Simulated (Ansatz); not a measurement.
A nudged elastic band was laid between two geometries of BF2H + BrH (6 atoms, charge 0, multiplicity 1).

All numbers below come from Ansatz, RHF/def2-SVP.

```json
{
 "movable images": "7",
 "climbing image": "yes",
 "spring": "5.0 eV/Å²",
 "optimiser": "quadratic models (default)",
 "start path": "through a guess of the saddle point",
 "force threshold": "0.05 eV/Å",
 "iteration limit": "60",
 "end points": "relaxed"
}
```

Initial state:

```xyz
6
Properties=species:S:1:pos:R:3
B -0.017 0.585 -0.251
H -0.023 0.972 0.873
F 1.104 0.417 -0.897
F -1.130 0.345 -0.886
Br 0.097 -2.872 1.227
H 0.105 -2.532 2.593
```

Final state:

```xyz
6
Properties=species:S:1:pos:R:3
B 0.020 -0.590 -0.688
H -0.001 0.307 2.635
F 1.119 0.092 -0.770
F -1.116 0.033 -0.742
Br 0.073 -2.492 -0.496
H 0.041 -0.435 2.719
```

Task: What changes between the two ends?

Result: Bonds broken: B1–H2, Br5–H6. Bonds formed: B1–Br5, H2–H6. BF2H + BrH becomes BBrF2 + H2.

Task: What energy profile does the band end with?

Result: The forces met the threshold. The highest image is number 4 of 0 to 8, 46.1 kcal/mol above the first end and 50.2 kcal/mol above the last; the last end lies 4.1 kcal/mol below the first. Neighbouring images differ by up to 1.5 eV, so the band resolves the path poorly. A vibrational analysis at the climbing image gives one clearly imaginary mode, 1343i cm⁻¹: a first-order saddle point. The orbitals stay closed-shell, which can raise the energy where a bond breaks towards radicals; this wasn't checked here.

| image | path coordinate (Å) | energy (kcal/mol) | B1–H2 (Å) | Br5–H6 (Å) | B1–Br5 (Å) |
| --- | --- | --- | --- | --- | --- |
| 0 | 0.00 | 0.0 | 1.19 | 1.41 | 3.76 |
| 1 | 0.69 | 0.4 | 1.19 | 1.41 | 3.56 |
| 2 | 1.38 | 2.5 | 1.19 | 1.41 | 3.34 |
| 3 | 2.07 | 12.2 | 1.20 | 1.42 | 2.87 |
| 4 | 2.75 | 46.1 | 1.32 | 1.73 | 2.32 |
| 5 | 3.39 | 15.0 | 1.80 | 2.25 | 1.99 |
| 6 | 4.03 | -0.3 | 2.36 | 2.81 | 1.92 |
| 7 | 4.66 | -3.7 | 2.88 | 3.40 | 1.91 |
| 8 | 5.30 | -4.1 | 3.44 | 3.82 | 1.91 |

Task: What is the geometry of the highest image?

Result: 
```xyz
6
Properties=species:S:1:pos:R:3:forces:R:3
B 0.012 -0.181 0.100 0.00 0.00 0.00
H 0.007 0.175 1.374 0.00 0.00 0.00
F 1.146 0.116 -0.474 0.00 0.00 0.00
F -1.142 0.050 -0.465 0.00 0.00 0.00
Br 0.079 -2.416 0.717 0.00 0.00 0.00
H 0.036 -0.830 1.406 0.00 0.00 0.00
```

The band took 21 iterations and about 4 core-minutes.

The run took 3.9 min on 1 thread of Arm Neoverse V1, on a shared host, peak memory 0.16 GiB.
